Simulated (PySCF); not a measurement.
Ligand exchange on a metal centre used in film growth or etching (Hf Cl-NH2). All species are isolated molecules in the gas phase. One relaxed conformer stands for each flexible species; it need not be the lowest.

Computed with TPSSh-D3(BJ)/def2-TZVP // PBE-D3(BJ)/def2-SVP (PySCF). All candidates: neutral, multiplicity 1. 

| Item | Value |
|---|---|
| HOMO–LUMO gap | 5.79 eV |
| HOMO | -5.89 eV |
| LUMO | -0.09 eV |

### Question
Say which member has these values.
A) [Hf(NH2)4]
B) [Hf(Cl)3(NH2)]
C) [Hf(Cl)(NH2)3]
D) [Hf(Cl)4]

### Answer
A, [Hf(NH2)4]. The others give [Hf(Cl)4]: 6.31 eV, -8.99 eV, -2.68 eV; [Hf(Cl)(NH2)3]: 6.07 eV, -6.51 eV, -0.44 eV; [Hf(Cl)3(NH2)]: 5.37 eV, -7.55 eV, -2.18 eV
